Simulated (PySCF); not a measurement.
# Distorted geometries of [Gd(S2)2]−

[Gd(S2)2]− (singlet in the valence; each metal's 4f electrons, 7 of them, lie in its core potential, out of spins and levels). PySCF 2.14.0, RKS B3LYP, Gd lcecp-1-SVP with ECP53, S def2-SVP; non-relativistic Hamiltonian with scalar-relativistic core potentials where named; density fitting; no spin-orbit coupling. Relaxed geometry:

```xyz
5

Gd    0.0000    0.0000    0.0000
S     0.7822    0.7822    2.3972
S    -0.7822   -0.7822    2.3972
S     0.7822   -0.7822   -2.3972
S    -0.7822    0.7822   -2.3972
```

Q: Order these distorted geometries by energy above the relaxed one, lowest first.
A.
```xyz
5

Gd    0.0257   -0.0371    0.0972
S     0.7195    0.8425    2.4094
S    -0.7824   -0.8513    2.3622
S     0.8028   -0.7647   -2.4549
S    -0.7656    0.8106   -2.4139
```
B.
```xyz
5

Gd    0.1620    0.0884   -0.0054
S     0.8250    0.9030    2.3793
S    -0.8231   -0.7785    2.5256
S     0.8022   -0.8619   -2.3453
S    -0.9661    0.6490   -2.5542
```
C.
```xyz
5

Gd    0.0204   -0.0592   -0.0356
S     0.7878    0.7380    2.3991
S    -0.7805   -0.8135    2.3805
S     0.7360   -0.6691   -2.3916
S    -0.7638    0.8039   -2.3523
```

A: C (0.13 eV), A (0.19 eV), B (0.49 eV).

Q: Which forces (eV/Å) act in the one that lies 0.49 eV up?

A: 
```
Gd  -1.45 -0.24 -0.01
S   -0.47 -0.54  0.43
S    1.19  1.10 -1.23
S   -0.46  0.44 -0.36
S    1.19 -0.76  1.18
```
Forces carry noise of the integration grid, about 0.01 to 0.03 eV/Å.

An lcecp potential fixes the number of 4f electrons, so in runs with it no electron can move into or out of that shell.
